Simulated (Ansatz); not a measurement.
Cartesian coordinates in Å:
```
C 0.4910 0.7531 -0.6900
In -0.4242 -0.6649 0.6023
Cl -2.4988 -1.6371 0.2208
Cl 0.5171 -1.4369 2.5806
H 1.5618 0.7786 -0.4965
H 0.2951 0.4732 -1.7239
H 0.0580 1.7341 -0.4934
```

The species carries charge 0 and has multiplicity 1. In: def2 effective core potential.

Question: List the CAM-B3LYP/def2-TZVPP orbital energies in eV (Ansatz). (An estimate is asked.)

Answer: Ansatz gave: Occupied: -2763.93, -2763.93, -279.57, -258.68, -258.68, -197.72, -197.72, -197.61, -197.61, -197.59, -197.59, -130.32, -87.06, -86.81, -86.73, -24.78, -24.71, -24.07, -23.89, -23.84, -23.19, -22.68, -21.41, -13.72, -13.71, -13.66, -11.17, -11.02, -10.63, -10.26, -10.08, -9.83. Lowest empty: -0.70, -0.67, 1.29, 1.33, 2.12, 2.89, 3.07, 3.80.
